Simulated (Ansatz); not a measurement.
A nudged elastic band was laid between two geometries of AlFH4OSi + H2 (10 atoms, charge 0, multiplicity 1).

These are results of RHF/6-31G* in Ansatz 0.2.0, not measurements.

| Quantity | Value |
| --- | --- |
| movable images | 7 |
| climbing image | yes |
| spring | 5.0 eV/Å² |
| optimiser | quadratic models (default) |
| start path | through a guess of the saddle point |
| force threshold | 0.05 eV/Å |
| iteration limit | 60 |
| end points | relaxed |

First end point:

```xyz
10
Properties=species:S:1:pos:R:3
Al -0.111 -0.371 0.058
O -0.803 -0.531 1.576
Si -1.396 -0.698 3.082
H -2.670 -1.442 3.048
H -0.446 -1.433 3.938
H -1.640 0.629 3.678
F 1.515 -0.491 -0.081
H -0.963 -0.130 -1.230
H 0.391 2.905 0.598
H -0.021 2.711 1.170
```

Last end point:

```xyz
10
Properties=species:S:1:pos:R:3
Al 0.155 0.383 0.060
O -0.958 0.766 1.655
Si -1.156 -0.395 2.906
H -1.817 -1.579 2.366
H 0.136 -0.667 3.527
H -2.043 0.297 3.857
F 0.478 -1.123 0.722
H -0.872 0.410 -1.153
H 1.328 1.453 0.136
H -1.394 1.604 1.762
```

Task: Which bonds break or form, and what moves?

Result: Bonds broken: H9–H10. Bonds formed: Al1–H9, O2–H10. AlFH4OSi + H2 becomes AlFH6OSi.

Task: Give the energies along the band, and the barrier.

Result: The run converged. The highest image is number 4 of 0 to 8, 1.73 eV above the first end and 1.28 eV above the last; the last end lies 0.46 eV above the first. Neighbouring images differ by up to 1.6 eV, so the band resolves the path poorly. A vibrational analysis at the climbing image gives one clearly imaginary mode, 1894i cm⁻¹: a first-order saddle point. The orbitals stay closed-shell, which can raise the energy where a bond breaks towards radicals; this wasn't checked here.

```tsv
image	path coordinate (Å)	energy (eV)	H9–H10 (Å)	Al1–H9 (Å)	O2–H10 (Å)
0	0.00	0.00	0.73	3.36	3.36
1	0.98	0.00	0.73	3.53	3.81
2	1.96	0.00	0.73	3.12	3.14
3	2.95	0.16	0.73	2.38	2.24
4	3.93	1.73	1.06	1.77	1.21
5	4.86	0.64	2.13	1.60	0.95
6	5.80	0.51	2.56	1.60	0.95
7	6.74	0.47	2.76	1.59	0.95
8	7.67	0.46	3.17	1.59	0.95
```

Task: What is the geometry of the highest image?

Result: 
```xyz
10
Properties=species:S:1:pos:R:3:forces:R:3
Al -0.021 0.309 -0.017 0.00 0.00 0.00
O -0.553 0.199 1.733 -0.02 0.01 0.00
Si -1.350 -0.446 3.045 0.01 0.00 0.00
H -2.139 -1.598 2.585 0.00 0.00 0.00
H -0.372 -0.870 4.057 0.00 0.00 0.00
H -2.234 0.585 3.610 0.00 0.00 0.00
F 1.332 -0.568 -0.325 0.00 0.00 0.00
H -1.152 0.404 -1.101 0.00 0.00 0.00
H 0.398 1.854 0.738 0.00 0.00 0.00
H -0.051 1.279 1.512 0.00 0.00 0.00
```

The band took 29 iterations and roughly 4 core-minutes.

Time of the run: 4.1 min on 1 thread of Arm Neoverse V2, with other jobs on the host, peak memory 0.15 GiB.
